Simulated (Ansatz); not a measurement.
Name a neutral molecule of Cl, F, Si and H with LUMO energy (B3LYP/def2-TZVPP) between -1.45 and -1.15 eV and LUMO energy (PBE0/def2-TZVPP) between -1.30 and -1.00 eV (Ansatz, PBE0-D4/def2-TZVP geometry).

`F[SiH2][SiH2]Cl` (-1.37 eV, -1.20 eV); `F[SiH2][SiH](Cl)Cl` (-1.36 eV, -1.20 eV); `F[Si@@H](Cl)[Si@@H](F)Cl` (-1.28 eV, -1.13 eV); `F[SiH](F)[SiH](Cl)Cl` (-1.25 eV, -1.09 eV); `F[Si](F)(Cl)[SiH2]Cl` (-1.32 eV, -1.16 eV); `F[Si](F)(Cl)[SiH](Cl)Cl` (-1.20 eV, -1.06 eV). Other molecules can fit too; these were computed, each in one conformer that needn't be the lowest.

B3LYP here is the variant with VWN-RPA as its local correlation; programs differ in this.
